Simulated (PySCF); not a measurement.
Gas-phase reaction: 2 GeH3 + H2 + 2 SiH2 → 2 H3SiGeH3

Energies from PySCF, thermal terms from the rigid-rotor harmonic-oscillator model, ideal gas at 1 bar. † marks an energy on the PBE0/def2-TZVP geometry and frequencies; other levels use their own. 6-31G* has spherical d functions here. Open shells (unrestricted): GeH3 (multiplicity 2); the rest are closed-shell singlets. Ge: all electrons, no relativistic terms. GeH3: computed as isolated molecules; such fragments, hydroxides, amides, oligomers or adducts are transient or little studied in the gas. The harmonic model lacks anharmonicity and excited electronic states, which grow with temperature; levels with a mode under 35 cm⁻¹ are left out. Internal rotation in H3SiGeH3 is treated as a harmonic vibration of one conformer, which makes the entropy rough.

| level | ΔE electronic, kJ | ΔH°(298 K), kJ | ΔS°(298 K), J/K | ΔG°(1600 K), kJ |
|---|---|---|---|---|
| BLYP/def2-TZVP† | -726 | -687 | -419 | -34 |
| HF/6-31G* | -690 | -648 | -424 | 17 |
| HF/def2-TZVP† | -687 | -648 | -419 | 4 |
| M06-2X/def2-TZVP† | -753 | -714 | -419 | -62 |
| PBE0/def2-TZVP | -816 | -777 | -419 | -124 |
ΔH° is lowest at PBE0/def2-TZVP and highest at HF/6-31G*. No reference value is set beside these.
